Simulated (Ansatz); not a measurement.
Cartesian coordinates in Å:
```
F 0.4877 -0.6151 -1.3851
Si 0.4426 -0.2315 0.1550
F 0.9102 1.2834 0.2436
I -1.8404 -0.4368 0.9866
```

Charge 0, multiplicity 2. I takes the def2 core potential.

Problem. List the r2SCAN/def2-TZVPP orbital energies in eV (the Gaussian-basis code of Ansatz). (Estimate.)

Solution. The calculation gave: α occupied: -1794.10, -667.02, -667.02, -185.11, -144.23, -131.20, -130.97, -130.96, -99.16, -99.11, -99.10, -50.99, -50.91, -50.90, -50.71, -50.71, -32.39, -31.91, -18.81, -14.81, -13.14, -12.26, -12.21, -11.42, -11.03, -10.15, -7.71, -7.53, -6.37. α empty: -0.78, -0.57, -0.01, 2.78, 3.94, 4.05, 4.18, 4.47. β occupied: -1794.01, -666.95, -666.95, -185.09, -144.15, -131.17, -130.96, -130.95, -99.03, -99.03, -98.95, -50.94, -50.87, -50.86, -50.70, -50.70, -32.27, -31.79, -18.62, -14.53, -12.98, -12.17, -11.98, -11.30, -10.97, -9.79, -7.54, -7.46. β empty: -3.92, -0.30, 0.10, 0.61, 2.84, 4.29, 4.30, 4.47. ⟨S²⟩ = 0.754.
